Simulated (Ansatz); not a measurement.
A structure relaxed at PBE0-D4/def2-TZVP, charge 0, multiplicity 1:

Cartesian coordinates in Å:
```
O -0.928 0.774 1.274
B -0.180 0.619 0.168
Cl 0.274 2.076 -0.763
Ga 0.483 -1.245 -0.521
H -1.158 1.692 1.469
H 1.873 -1.831 -0.081
H -0.363 -2.085 -1.547
```

Question: Give its formula and SMILES.

Answer: BClGaH3O, `O[B](Cl)[GaH2]`.

Question: Point group (tolerance 0.08 Å, 0.16 Å for H)?

Answer: Cs.

Question: Summarise the bond lengths by kind.

Answer: 1 × B–O 1.344 Å; 1 × H–O 0.965 Å; 1 × B–Cl 1.789 Å; 1 × B–Ga 2.095 Å; 2 × Ga–H 1.572 Å.

Results of the Gaussian-basis code of Ansatz.
